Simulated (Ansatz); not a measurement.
B2FH4N (`NBBF`), relaxed with RKS PBE0-D4/def2-TZVP in the Gaussian-basis code of Ansatz from a PBE-D4/def2-SVP geometry. The force threshold is 0.005 eV/Å; the program also tests the step.

Total charge 0; spin multiplicity 1.

Start:

```xyz
8

N     0.693    0.347    1.072
B    -0.481    0.263    0.315
B    -0.358   -0.510   -1.218
F    -1.371   -0.527   -2.091
H     0.758    0.792    1.989
H     1.586   -0.034    0.747
H    -1.493    0.749    0.794
H     0.665   -1.081   -1.609
```

```
         step  energy (eV)  largest force (eV/Å)  largest move (Å)
            1   -5622.3851                 0.632             0.000
            2   -5622.4106                 0.155             0.020
            3   -5622.4123                 0.080             0.012
            4   -5622.4123                 0.066             0.017
            5   -5622.4129                 0.014             0.007
            6   -5622.4129                 0.017             0.003
            7   -5622.4129                 0.010             0.002
            8   -5622.4129                 0.004             0.009
            9   -5622.4129                 0.004             0.010
           10   -5622.4130                 0.007             0.011
11 (rejected)   -5622.4129                 0.031             0.029
           12   -5622.4130                 0.018             0.014
           13   -5622.4130                 0.027             0.020
           14   -5622.4130                 0.020             0.004
           15   -5622.4130                 0.013             0.001
           16   -5622.4130                 0.002             0.003
           17   -5622.4130                 0.002             0.006
```

End:

```xyz
8

N     0.689    0.337    1.075
B    -0.463    0.277    0.304
B    -0.348   -0.503   -1.217
F    -1.390   -0.586   -2.035
H     0.737    0.771    1.982
H     1.567   -0.056    0.774
H    -1.457    0.775    0.756
H     0.665   -1.016   -1.639
```

Hardware: 2 threads of an Intel Xeon Platinum 8488C on a shared host. Wall time 28 s, peak host memory 0.26 GiB.
